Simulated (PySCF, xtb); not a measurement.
C3H9NOSi, SMILES [SiH]1(O)CN(C1)C. The values are those of a single conformer.

Harmonic wavenumbers (cm⁻¹) from GFN2-xTB (xtb) at its own minimum, in rising order: 73, 175, 215, 223, 306, 341, 358, 472, 529, 623, 706, 732, 746, 797, 816, 890, 933, 1016, 1092, 1101, 1158, 1175, 1184, 1260, 1263, 1413, 1484, 1484, 1493, 1496, 2363, 2811, 2857, 2865, 2948, 2950, 2997, 3000, 3646.

What does r2SCAN-D4/def2-SVP run with PySCF give at its own minimum? (The exact figures need the calculation; the answer reports its results.)

79, 202, 249, 261, 317, 319, 357, 477, 620, 673, 733, 745, 769, 804, 886, 903, 933, 1005, 1109, 1112, 1130, 1158, 1196, 1249, 1265, 1417, 1431, 1448, 1468, 1470, 2254, 2893, 2903, 2911, 3063, 3070, 3070, 3121, 3871. Paired by order, the mean absolute difference is 42 cm⁻¹ and the zero-point energies are 74.3 and 75.7 kcal/mol.
